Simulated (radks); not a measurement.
The numbers below are computed, except where a source is named.
Problem. All-electron atom: Tb I in [Kr] 4d10 4f9 5s1.75 5p6 6s2 7s0.25 (fractional occupations, a model configuration). Code: a radial shooting solver on a logarithmic mesh with Libxc functionals. Model: Dirac Kohn-Sham, PBEsol, spin-unpolarised, spherical densities, point nucleus; open shells fill j = l - 1/2 first.

Spin-orbit splittings of the eigenvalues, e(l+1/2) - e(l-1/2), with zeta = 2 splitting/(2l+1) and mean radii in bohr:

| shell | occ. | splitting (eV) | zeta (eV) | <r> j=l-1/2 | <r> j=l+1/2 |
|---|---|---|---|---|---|
| 2p | 6 | 746.2 | 497.4 | 0.07591 | 0.08285 |
| 3p | 6 | 154.0 | 102.7 | 0.2287 | 0.2419 |
| 3d | 10 | 33.61 | 13.45 | 0.2141 | 0.2182 |
| 4p | 6 | 34.33 | 22.89 | 0.5529 | 0.5833 |
| 4d | 10 | 6.197 | 2.479 | 0.6180 | 0.6289 |
| 4f | 9 | 0.7871 | 0.2249 | 0.8893 | 0.9089 |
| 5p | 6 | ? | ? | 1.493 | 1.597 |
| 6p | 0 | 0.2677 | 0.1785 | 5.264 | 5.666 |

Estimate the 5p splitting.

Solution. 4.450 eV (zeta = 2.966 eV).
